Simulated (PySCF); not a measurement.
Al(F)(Me)(NHMe) (C2H7AlFN), SMILES C[NH][Al]([CH3])[F]. Heavy atoms are numbered as in [Al:1]([F:2])([CH3:3])[NH:7][CH3:8]. Hydrogens are named by the atom that carries them.

The structure is a stationary point at B3LYP-D3(BJ)/def2-SVP. The structure was generated by enumeration; whether it is a known compound was not checked. Other conformers were not sampled.

Method: PySCF with PBE/pcSseg-1.

GIAO shieldings, no solvent; atoms alike by connectivity are averaged. δ = σ(ref) − σ: ¹⁹F against CFCl3 (σ = 133.6 ppm); ¹³C against TMS (σ = 182.0 ppm); ¹H against TMS (σ = 31.49 ppm); ¹⁵N against NH3 (σ = 267.0 ppm), references at their B3LYP-D3(BJ)/def2-TZVP geometries, non-relativistic.

```csv
nucleus,atoms,count,δ (ppm)
¹⁹F,F2,1,-194.2
¹³C,C8 (CH3),1,35.0
¹³C,C3 (CH3),1,-19.6
¹H,H on C8,3,3.11
¹H,H on N7,1,1.34
¹H,H on C3,3,-0.08
¹⁵N,N7 (NH),1,55.5
```
